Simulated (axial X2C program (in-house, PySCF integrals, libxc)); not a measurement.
**What spin–orbit coupling does to SbH⁺**

Calculated with an in-house all-electron X2C program for linear molecules (integrals from PySCF). Spin-free means the one-electron spin-free X2C Hamiltonian; two-component (2c) means X2C with spin–orbit coupling and atomic mean-field two-electron Coulomb and Gaunt terms, so the difference of the two also holds small scalar two-electron terms. Basis: Sb dyall-cv3z [11s12p8d4f1g], H dyall-v3z [6s2p1d] (cores contracted in-house); Gaussian nuclei, density fitting, unrestricted open shells. Masses: Sb 120.904 u, H 1.008 u.

Spin-free state: M_S = 1/2, Λ = 1 (beyond evenly filled blocks: π+α); fragments Sb+ + H.

| level | Re (Å) | ωe (cm⁻¹) | De (eV) | μ (D) |
| --- | --- | --- | --- | --- |
| PBE0 | 1.713 | 1989.3 | 2.688 | 0.41 |
| r2SCAN0 | 1.704 | 2026.6 | 2.615 | 0.45 |

Dipoles are positive if H is the positive end and refer to the centre of mass.

Task: Within this multiplet, which Ω should lie lowest by the rule for regular and inverted multiplets?

Result: The open π shell holds one electron, so the multiplet is regular: Ω = Λ − 1/2 = 1/2. The PBE0 2c search agrees.

Two-component determinant lowest at the distance of the search:

Ω = 1/2 (⟨Sz⟩ = -0.49, ⟨Lz⟩ = 0.99 at PBE0); fragments Sb+ + H.

```csv
level,Re (Å),ωe (cm⁻¹),μ (D)
PBE0,1.714,1978.7,0.41
r2SCAN0,1.705,2017.0,0.45
```

Task: From the two tables, how do the constants change at the PBE0 level (2c against spin-free)?

Result: At the PBE0 level Re rises by 0.001 Å and ωe goes down by 10.6 cm⁻¹.

The state is one determinant whose occupation by symmetry is held fixed; it was picked as the lowest of a PBE0 search that is not exhaustive. De is counted from the lowest determinant-based energies of the atoms at the same level, without counterpoise correction. De is not given where an atomic determinant may have missed its ground term or J level, or where the truncated virtual space spoils (T). Density functionals use the spin component along the axis (collinear). Without a current term, density functionals place determinants with orbital angular momentum somewhat too high.
